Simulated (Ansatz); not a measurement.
Geometry optimisation, RKS B3LYP/def2-SVP (Ansatz 0.2.0).

Input file:

```yaml
crystal:
  periodic: [false, false, false]
  atoms:
    - { symbol: C, position_ang: [-2.0137, 0.8274, 0.9528] }
    - { symbol: C, position_ang: [-0.8279, 0.3664, 1.0151] }
    - { symbol: "N", position_ang: [-0.1644, 0.2674, 2.197] }
    - { symbol: C, position_ang: [-0.0007, -0.1095, -0.2379] }
    - { symbol: "N", position_ang: [-0.6599, -0.1145, -1.4945] }
    - { symbol: "N", position_ang: [1.1432, -0.4992, -0.0125] }
    - { symbol: C, position_ang: [1.9683, -1.0367, -1.1025] }
    - { symbol: H, position_ang: [-2.5328, 1.217, 1.8349] }
    - { symbol: H, position_ang: [-2.6205, 0.9582, 0.0626] }
    - { symbol: H, position_ang: [0.8481, 0.0437, 2.0133] }
    - { symbol: H, position_ang: [-0.22, 1.1025, 2.7996] }
    - { symbol: H, position_ang: [-1.3681, 0.5903, -1.6011] }
    - { symbol: H, position_ang: [-0.0687, -0.1159, -2.2721] }
    - { symbol: H, position_ang: [2.1868, -0.2362, -1.7956] }
    - { symbol: H, position_ang: [2.8705, -1.4667, -0.6995] }
    - { symbol: H, position_ang: [1.4368, -1.8167, -1.6156] }
basis:
  gaussian: { orbitals: def2-SVP }
hamiltonian:
  xc: b3lyp
relax:
  f_tol: 0.015
  max_steps: 40
output:
  orbitals: {}
```

Launched with:

```bash
$ ansatz run input.yaml --threads 2 --pin off --max-ram 3072MiB --backend cpu --events-out ev --progress --plain --runs-dir out
```

**Question.** Where does it end, and by what steps?

**Answer.** It converged. After 18 steps the energy has fallen by 0.690 eV; H12 moved furthest, 0.87 Å.

| step | energy less start (eV) | largest force component (eV/Å) | accepted |
| --- | --- | --- | --- |
| 0 | 0.0000 | 5.230 | yes |
| 1 | -0.5105 | 1.618 | yes |
| 2 | -0.5831 | 0.570 | yes |
| 3 | -0.6013 | 0.494 | yes |
| 4 | -0.6319 | 0.171 | yes |
| 5 | -0.6369 | 0.107 | yes |
| 6 | -0.6421 | 0.102 | yes |
| 7 | -0.6465 | 0.157 | yes |
| 8 | -0.6502 | 0.414 | yes |
| 9 | -0.6588 | 0.308 | yes |
| 10 | -0.6708 | 0.156 | yes |
| 11 | -0.6728 | 0.559 | yes |
| 12 | -0.6709 | 0.674 | no |
| 13 | -0.6852 | 0.138 | yes |
| 14 | -0.6850 | 0.274 | no |
| 15 | -0.6891 | 0.060 | yes |
| 16 | -0.6896 | 0.077 | yes |
| 17 | -0.6898 | 0.059 | yes |
| 18 | -0.6902 | 0.012 | yes |

```xyz
16
Properties=species:S:1:pos:R:3
C -1.912 1.178 0.848
C -0.783 0.445 0.987
N -0.215 0.063 2.183
C -0.010 -0.062 -0.201
N -0.687 -0.119 -1.396
N 1.225 -0.367 -0.018
C 2.000 -0.863 -1.127
H -2.462 1.541 1.720
H -2.277 1.478 -0.134
H 0.760 -0.210 2.068
H -0.412 0.648 2.986
H -1.697 -0.178 -1.366
H -0.240 -0.564 -2.187
H 2.194 -0.079 -1.887
H 2.979 -1.222 -0.776
H 1.512 -1.710 -1.658
```

Run time: 65 s on 2 threads of AMD EPYC 9R14 (Zen 4), on a shared host, peak memory 0.43 GiB.
